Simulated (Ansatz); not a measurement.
Basis-set series for CH$_{6}$AlBSi, SMILES `[CH3][Al]1[BH][SiH2]1`. Charge 0, multiplicity 1. Geometry: relaxed with PBE0-D4/def2-TZVP.

| functional | basis | functions | energy (Eh) | HOMO (eV) | LUMO (eV) |
| --- | --- | --- | --- | --- | --- |
| PBE0-D4 | def2-SVP | 94 | -597.89014 | -6.10 | -1.05 |
| PBE0-D4 | def2-TZVPP | 230 | -598.14776 | -6.10 | -1.13 |
| ωB97M-V | def2-SVP | 94 | -598.11481 | -7.95 | 0.73 |
| ωB97M-V | def2-TZVPP | 230 | -598.37762 | -7.97 | 0.59 |

Give the rows for def2-QZVPP. (Estimate.)

Computed: 
| functional | basis | functions | energy (Eh) | HOMO (eV) | LUMO (eV) |
| --- | --- | --- | --- | --- | --- |
| PBE0-D4 | def2-QZVPP | 434 | -598.16834 | -6.10 | -1.16 |
| ωB97M-V | def2-QZVPP | 434 | -598.39733 | -7.97 | 0.47 |

Positive LUMOs are unbound and depend on the basis.
